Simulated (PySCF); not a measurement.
Coordinates in bohr (charge -1 multiplicity 3):
```
Pd    0.0000    0.0000   -0.0145
F     3.7478   -0.0001    0.2280
F    -1.8738    3.2457    0.2280
F    -1.8739   -3.2456    0.2280
```

Level of theory: UPBE0/[Pd def2-SVPD with ECP28, F def2-SVPD], scalar-relativistic core potentials, density fitting, no spin–orbit coupling, PySCF.

This geometry of PdF₃⁻ is a stationary point at this level.

Task: What is the point group?

Result: C3v.

Task: Is it a minimum?

Result: Yes: all harmonic wavenumbers are real.

Task: Which band is strongest in the infrared?

Result: 470 cm⁻¹ (e), 320 km/mol.

Task: Give the atomic charges and bond orders.

Result: 
| atom | Mulliken | Löwdin | polar tensor | spin (Mulliken) | Mayer order to Pd1 |
| --- | --- | --- | --- | --- | --- |
| Pd1 | 1.25 | 0.87 | 1.36 | 1.46 | – |
| F2,3,4 | -0.75 | -0.62 | -0.79 | 0.18 | 0.42 |

Task: Give the ideal-gas entropy at 298.15 K and 1 bar by parts.

Result: translation 172.4, rotation 101.2, vibration 56.4, spin 9.1; total 339.1 J/(mol K).

Other isomers or separated fragments may lie lower. Open d and f shells are described by one determinant, and the ground state may have another occupation or spin. The lowest empty level of this anion is unbound, so it and the gap depend on the basis. At this level a singlet minimum of C2v symmetry lies 11 kJ/mol below this structure.
